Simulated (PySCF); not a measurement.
## Cr¹⁶⁺ (chromium, charge +16) across methods

[He] 2s2 2p4, high-spin 3P determinant. Computed with PySCF 2.14 in an uncontracted even-tempered set (18 s from 2.4 bohr⁻², ratio 2.2; 11 p from 3.1 bohr⁻², ratio 2.2; 6 d from 18 bohr⁻², ratio 2.4; 5 f from 27 bohr⁻², ratio 2.4; 5 g from 40 bohr⁻², ratio 2.4), with the non-relativistic Hamiltonian (point nucleus).

| method | E (hartree) | mean ε 2s β (eV) | mean ε 2p α (eV) | mean ε 2p β (eV) | Σ⟨r²⟩ (bohr²) | ⟨S²⟩ |
| --- | --- | --- | --- | --- | --- | --- |
| LDA | -877.863 | -1218.7 | -1154.4 | -1137.3 | 0.4907 | 2.000 |
| PBE | -879.929 | -1220.3 | -1155.3 | -1140.0 | 0.4898 | 2.000 |
| r2SCAN | -880.175 | -1223.4 | -1160.8 | -1144.3 | 0.4889 | 2.000 |
| PBE0 | -879.995 | -1230.2 | -1167.3 | -1151.0 | 0.4894 | 2.000 |
| BP86 | -880.262 | -1221.1 | -1155.6 | -1140.7 | 0.4893 | 2.000 |
| TPSSh | -880.261 | -1226.0 | -1161.1 | -1146.7 | 0.4893 | 2.000 |
| UHF | -879.90959 | -1258.3 | -1201.8 | -1182.4 | 0.4885 | 2.000 |
